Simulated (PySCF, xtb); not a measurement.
ZrH4, SMILES [ZrH4], multiplicity 1.

Harmonic wavenumbers (cm⁻¹) from GFN2-xTB run with xtb at its own minimum, in rising order: 576, 576, 576, 677, 677, 1164, 1164, 1164, 1235.

Task: What does PBE-D3(BJ)/def2-TZVPD in PySCF 2.14.0 give at its own minimum? (The exact figures need the calculation; the answer reports its results.)

Result: 525, 525, 525, 621, 621, 1646, 1646, 1646, 1702. Paired by order, the mean absolute difference is 242 cm⁻¹ and the zero-point energies are 11.2 and 13.5 kcal/mol.
